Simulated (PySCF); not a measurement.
SMILES [SiH3][SiH2]c1ccco1 at its GFN2-xTB optimised geometry (Å):

```
15

Si     3.0999    -1.4510     1.7031
Si     2.3355    -0.0864     0.0000
C      0.4614    -0.0864     0.0000
C     -0.4929     0.8941     0.0000
C     -1.7480     0.2460     0.0325
C     -1.4735    -1.0868     0.0523
O     -0.1500    -1.2980     0.0357
H      4.5582    -1.3763     1.8354
H      2.7697    -2.8624     1.4889
H      2.5426    -1.0852     3.0098
H      2.7704    -0.5216    -1.3369
H      2.7160     1.3279     0.1144
H     -0.3121     1.9495    -0.0222
H     -2.7160     0.7045     0.0406
H     -2.1103    -1.9495     0.0768
```

Computed with PySCF with CAM-B3LYP/def2-TZVP.

Map of the Laplacian of the electron density (e/bohr⁵), clipped to [-1.50, 1.50] on the plane z = 1.2 Å:

```
|.............................|
|.............................|
|.............................|
|.............................|
|.............................|
|.............................|
|.............................|
|.............................|
|.............................|
|.............................|
|.............................|
|.............................|
|............::...............|
|.........:::.................|
|.........::...::.............|
|..........:...::.............|
|.........:::::::...... ......|
|.........:::::::......+%:.::.|
|..........::::::.....:@@+..::|
|.............:.......:#@-.::.|
|.............................|
|....................:. ......|
|....................:. .:....|
|.....................:::.....|
|.............................|
|.............................|
|.............................|
|.............................|
|.............................|
```
Scale: ten equal steps from -0.321 (start of ' ') to 1.50 (end of '@'), in the order ' .:-=+*#%@'; x runs from -5.00 to 5.00, y from -5.00 (bottom) to 5.00 (top).
